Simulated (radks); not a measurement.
These are the eigenvalues of the occupied orbitals of an atom or ion with whole-number occupations (eV). All-electron calculation, non-relativistic Kohn-Sham, Slater X-alpha with alpha = 0.669, spin-polarised, spherical densities, point nucleus. Program: a radial shooting solver on a logarithmic mesh with Libxc functionals.

1s up: -3536.204
1s down: -3535.552
2s up: -389.9629
2s down: -389.2376
2p up: -320.6794
2p down: -319.7991
3s up: -71.6545
3s down: -68.3437
3p up: -54.6035
3p down: -51.4287

Which element is it, and in what charge state? The configuration may be excited. Open shells, if any, are filled with parallel spins first.

Answer. Z = 19, potassium, charge +3: K3+ in [Ne] 3s2 3p4. The list shows which subshells hold electrons but not how many an open one holds; the 1s level, -129.95 hartree, gives Z - s = 16.1 by -(Z - s)^2/2, which with screening narrows Z to a few neighbours, and the depths of the outer levels then fix element, charge and occupations together.
